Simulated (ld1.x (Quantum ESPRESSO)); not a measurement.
## PBE TM dataset for P, non-relativistic all-electron reference.

ld1.x (Quantum ESPRESSO) 7.5 input, shortened:

```
&input
   title='P', zed=15., rel=0, dft='PBE', iswitch=3,
   config='[Ne] 3s2 3p3 3d-2'
 /
 &inputp
   pseudotype=2, tm=.true., lloc=-2, rcloc=1.45,
   nlcc=.false.
 /
3
3S  1  0   2.00   0.00  1.55  1.55  0.0
3P  2  1   3.00   0.00  1.20  1.20  0.0
3D  3  2  -2.00   0.50  1.40  1.40  0.0
 &test
   configts(1)='3s2 3p3'
 /
```

All-electron outer shells of the reference configuration (PBE, non-relativistic, ld1.x):

```csv
shell,level (eV),outermost node (bohr),outermost maximum (bohr)
2p,-124.51,–,0.36
3s,-13.90,0.66,1.58
3p,-5.52,0.64,1.83
```

(1) Estimate the cutoffs (Ry, on a coarse ladder) from which the occupation-weighted sum of valence levels, in a spherical-Bessel basis at the reference potential, stays within 10 and 1 mRy of its value at 400 Ry.

(2) Does the potential have ghost states?

(3) Which valence shell sets the plane-wave cutoff?

(4) Tests: 3s2 3p2; 3s2 3p1; 3s2 3p0; 3s1 3p0; 3s0 3p5; 3s2 3p2.5; 3s1 3p3. Which has the largest error in its energy relative to the reference configuration, and how large is it?

Results:

(1) 70 Ry and 90 Ry.

(2) No extra level below or beside the all-electron valence levels (s, p, d, f tested).

(3) 3p: its level needs 80 Ry to come within 1 mRy, against 45 Ry for 3s.

(4) 3s1 3p0, with +194 meV (all-electron minus pseudo) on +110.53 eV.
